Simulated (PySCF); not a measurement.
GeBr2, SMILES [Br][Ge][Br] (connectivity only; charge and spin as stated), neutral, multiplicity 1.

Geometry optimised at PBE0-D3(BJ)/def2-SVP. The isomer is the one that the SMILES or the coordinates give; other isomers of the formula were not compared.

Level of theory: PBE/def2-TZVPD run with PySCF.

Symmetry labels are those of the subgroup C2v that the program uses (full group C2v).

### Question
List the valence orbital energies around the gap with their symmetry. (An estimate is asked for; the answer gives what the named calculation found.)

### Answer

```csv
orbital,symmetry,energy (eV)
HOMO−7,B2,-19.13
HOMO−6,A1,-12.83
HOMO−5,B2,-9.17
HOMO−4,A1,-8.24
HOMO−3,B1,-8.13
HOMO−2,A2,-7.49
HOMO−1,B2,-7.09
HOMO,A1,-6.78
LUMO,B1,-3.94
LUMO+1,A1,-1.69
LUMO+2,B2,-1.43
LUMO+3,A1,-0.05
```
